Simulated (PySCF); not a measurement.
# `C=C[C@H]([SiH3])[Si@@H]([SiH3])P`, C3H13PSi3

Geometry:
```csv
atom,x (Å),y (Å),z (Å)
C1,-1.266,-2.472,0.544
C2,-1.177,-1.433,-0.272
C3,-0.792,-0.061,0.144
Si4,-2.171,1.180,-0.286
Si5,0.914,0.374,-0.639
Si6,1.995,1.999,0.631
P7,1.926,-1.623,-0.868
H8,-1.078,-2.377,1.602
H9,-1.537,-3.453,0.194
H10,-1.377,-1.560,-1.329
H11,-0.664,-0.054,1.233
H12,-1.755,2.508,0.172
H13,-2.383,1.200,-1.732
H14,-3.406,0.777,0.388
H15,0.688,0.778,-2.044
H16,3.181,2.531,-0.044
H17,1.116,3.132,0.923
H18,2.457,1.481,1.925
H19,2.127,-1.820,0.487
H20,3.195,-1.098,-1.032
```

Computed, not measured: TDDFT CAM-B3LYP/def2-SVPD circular dichroism and optical rotation, one conformer, gas phase (PySCF). Geometry: GFN2-xTB.

The molecule is flexible and this is one conformer; a measurement averages over conformers.

(1) Draw the ECD and absorption spectra from the lowest 16 states, each a Gaussian of half-width 0.35 eV at 1/e height.

Answers

(1) 
| E (eV) | λ (nm) | Δε (L mol⁻¹ cm⁻¹) | ε (L mol⁻¹ cm⁻¹) |
| --- | --- | --- | --- |
| 5.62 | 221 | +11.83 | 837 |
| 5.72 | 217 | +23.90 | 1880 |
| 5.82 | 213 | +40.28 | 3680 |
| 5.92 | 209 | +56.01 | 6340 |
| 6.02 | 206 | +62.70 | 9710 |
| 6.12 | 203 | +53.27 | 13400 |
| 6.22 | 199 | +27.56 | 17000 |
| 6.32 | 196 | -6.20 | 20100 |
| 6.42 | 193 | -36.39 | 22600 |
| 6.52 | 190 | -54.93 | 24500 |
| 6.62 | 187 | -60.49 | 25500 |
| 6.72 | 185 | -56.76 | 25400 |
| 6.82 | 182 | -48.75 | 24100 |
| 6.92 | 179 | -40.12 | 21900 |
| 7.02 | 177 | -32.10 | 19500 |
| 7.12 | 174 | -24.15 | 17400 |
| 7.22 | 172 | -15.71 | 16000 |
| 7.32 | 169 | -7.65 | 15200 |
| 7.42 | 167 | -2.03 | 14600 |
| 7.52 | 165 | -0.21 | 13800 |

Δε uses R in velocity form, ε uses f in length form. Only the states computed contribute, so the short-wavelength end is incomplete.
